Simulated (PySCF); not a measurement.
Bonds (- single, = double, # triple, : aromatic): Si1-O2, O2-Si3, Si3-N4, N4-Si5, N4-Si6. Si1 carries H7, H8, H9; Si3 carries H10, H11; Si5 carries H12, H13, H14; Si6 carries H15, H16, H17.

Rapidly exchanging positions averaged, gas phase, no relativistic terms, single conformer. GIAO PBE0/pcSseg-1 shieldings; PBE0-D3(BJ)/def2-SVP structure; PySCF.

δ = σ(ref) − σ, references computed at the same level: 1H and 29Si vs TMS; H2O for 17O; 15N against NH3.

```csv
atoms,nucleus,count,δ (ppm)
H12/H13/H14/H15/H16/H17,1H,6,?
H7/H8/H9,1H,3,5.03
N4,15N,1,?
H10/H11,1H,2,4.93
O2,17O,1,40.4
Si5/Si6,29Si,2,-44.5
Si3,29Si,1,-25.9
Si1,29Si,1,-38.0
```

Complete the table.

Results:


- H12/H13/H14/H15/H16/H17: 4.78 ppm, hydrogen on a silicon bonded to N
- N4: 10.5 ppm, nitrogen bonded to 3 Si

Experimental scales use liquid or dissolved standards, which lie at an offset from isolated NH3 (liquid NH3: subtract about 20 ppm) and H2O (liquid H2O: subtract about 36 ppm).
